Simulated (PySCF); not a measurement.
Ru (ruthenium, neutral) across methods

[Kr] 4d8, high-spin 3F determinant (an excited configuration). Calculation: PySCF 2.14, in aug-cc-pwCVTZ-PP with ECP28MDF (8s8p7d4f3g, 122 functions); a scalar-relativistic core potential.

```
 method  E (hartree)  mean ε 4p β (eV)  mean ε 4d α (eV)  mean ε 4d β (eV)  Σ⟨r²⟩ (bohr²)   ⟨S²⟩
  M06-L     -94.4901           -43.750            -3.400            -2.329          44.72  2.011
 r2SCAN     -94.4669           -44.137            -3.665            -2.644          45.23  2.005
    LDA     -94.2483           -43.368            -3.868            -2.862          46.15  2.004
   PBE0     -94.4350           -45.981            -4.859            -3.783          44.93  2.004
   BP86     -94.5410           -43.395            -3.772            -2.886          45.91  2.003
    PBE     -94.4606           -43.221            -3.649            -2.711          46.09  2.003
    UHF    -93.73186           -53.577            -8.095            -6.447          43.40  2.009
wB97M-V     -94.3634           -48.728            -7.195            -6.138          45.11  2.005
```

Energies and moments cover only the electrons outside the core potential.
